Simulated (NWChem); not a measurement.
Molecule: AlSiH3Cl2; SMILES [Cl][Al]([SiH3])[Cl]

```xyz
7

Al    -0.0022     0.0805     0.0095
Cl    -1.7757     1.2303    -0.0019
Cl     1.8136     1.1627    -0.0019
Si    -0.0358    -2.3636    -0.0011
H      1.0641    -2.9026     0.8442
H      0.1579    -2.8554    -1.3941
H     -1.3363    -2.8775     0.5066
```
Atoms are numbered in this order, from 1.

Program: NWChem. Medium grid unless said otherwise, to which SCAN and Minnesota functionals are sensitive. Structure relaxed at the B3LYP/6-31G* (spherical d) level. B3LYP is NWChem's, with the RPA form of VWN correlation. Total energies of different functionals are on different scales.

```
level                                 energy (Ha)  highest occupied level (eV)  orbital gap (eV)  dipole (D)
------------------------------------  -----------  ---------------------------  ----------------  ----------
B3LYP/def2-SVP                         -1453.8744                        -8.06              6.15        1.46
PBE/def2-SVP                           -1453.1295                        -7.15              4.66        1.43
LDA (Slater exchange, PW92)/def2-SVP   -1448.5783                        -7.22              4.56        1.47
OLYP/def2-SVP                          -1453.8271                        -7.01              4.77        1.44
PBE0/def2-SVP                          -1453.2651                        -8.34              6.53        1.57
LDA (Slater exchange, VWN5)/def2-SVP   -1448.5999                        -7.23              4.57        1.47
M06-2X/def2-SVP                        -1453.7454                        -9.37              8.23        1.64
```
